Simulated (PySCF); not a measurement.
Assignment exercise: C6H10OSi

Bonds (- single, = double, # triple, : aromatic): C1-O2, O2-Si3, Si3-C4, Si3-C5, C5=C6, C6-C7, C7=C8, C8-Si3. C1 carries H9, H10, H11; C4 carries H12, H13, H14; C5 carries H15; C6 carries H16; C7 carries H17; C8 carries H18.

One conformer, rapidly exchanging positions averaged, no solvent model, relativity neglected. σ from GIAO-PBE0/pcSseg-1; structure optimised with GFN2-xTB; PySCF 2.14.0 with density-fitted response routines.

Scale: TMS for ¹³C and ¹H (reference shieldings calculated alike).

Q: Assign these signals to the numbered atoms. ¹³C{¹H} NMR (computed): δ 155.3, 134.3, 53.3, -4.2.

A: 
155.3 → C6/C7, alkene CH: the olefinic region
134.3 → C5/C8, alkene CH
53.3 → C1, methyl carbon bonded to O: the inductive effect lowers its shielding
-4.2 → C4, methyl carbon bonded to Si: an electropositive neighbour leaves it electron-rich and shielded

Q: Assign these signals to the numbered atoms. ¹H NMR (400 MHz, computed): δ 7.09 (m, 2H), 5.81 (d, 2H), 3.77 (s, 3H), 0.28 (s, 3H).

A: 
7.09 → H16/H17, hydrogen on an alkene CH: attached to an sp2 carbon and in the plane of the double bond
5.81 → H15/H18, hydrogen on an alkene CH
3.77 → H9/H10/H11, hydrogen on a methyl carbon bonded to O: its carbon carries O, hence the downfield position
0.28 → H12/H13/H14, hydrogen on a methyl carbon bonded to Si: an electropositive neighbour shields it, as in TMS itself

Shifts are as computed. Against solution values, carbons near 30 ppm lie about +3 ppm off and those near 130 ppm about +5 ppm. Of 1211 compounds with measured shifts, 218 miss one by over three times the rms of a fit or turn the order of signals round; such compounds aren't used in these exercises. No couplings were computed; multiplicities are counted from neighbouring protons, with m where these are inequivalent, close in shift, in a saturated or five-membered ring or joined by F or P, and br s for small geminal =CH2 splittings.
